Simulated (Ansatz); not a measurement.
Species: sum formula H3SiO3 (charge 0, doublet). It need not be the lowest isomer of its formula. 
Coordinates optimised at B3LYP-D3(BJ)/def2-TZVP (Ansatz, an electronic-structure program):
```
Si
O 1 1.6473
H 2 0.9617 1 117.64
O 1 1.6473 2 108.19 3 59.50
H 4 0.9617 1 117.64 2 176.49
O 1 1.6473 2 108.19 3 176.49
H 6 0.9617 1 117.64 2 59.50
```
Charge 0, spin multiplicity 2.

Total electronic energies in hartree. Valence correlation only, unless marked. UHF or UKS for open shells. No spin-orbit coupling. Non-relativistic. CBS marks a two-point X^-3 extrapolation of the correlation energy; Hartree-Fock from the larger set. The bracket is a focal-point correction in the basis named.

```json
[
 {"level": "PBE/def2-TZVPD", "program": "Ansatz", "energy (Eh)": "-516.80322"},
 {"level": "PBE0/def2-SVP", "program": "Ansatz", "energy (Eh)": "___"},
 {"level": "PBE0-D4/def2-TZVPD", "program": "Ansatz + dftd4", "energy (Eh)": "-516.83008"},
 {"level": "HSE06-D4/def2-TZVPD", "program": "Ansatz + dftd4", "energy (Eh)": "___"},
 {"level": "LC-wPBE-D3(BJ)/def2-TZVPD", "program": "Ansatz + dftd3", "energy (Eh)": "-516.97044"},
 {"level": "MP2/aug-cc-pV(D+d)Z", "program": "Ansatz", "energy (Eh)": "-516.10897"},
 {"level": "SCS-MP2/cc-pV(T+d)Z", "program": "Ansatz", "energy (Eh)": "-516.29921"},
 {"level": "SCS-MP2/cc-pVTZ", "program": "Ansatz", "energy (Eh)": "-516.29189"},
 {"level": "RI-MP2/CBS(aug-cc-pV(T+d)Z,aug-cc-pV(Q+d)Z)+[CCSD(T)-MP2]/aug-cc-pV(T+d)Z", "program": "Ansatz", "energy (Eh)": "-516.5032"}
]
```

What belongs in the gaps?


- PBE0/def2-SVP, energy (Eh): -516.41827
- HSE06-D4/def2-TZVPD, energy (Eh): -516.81358
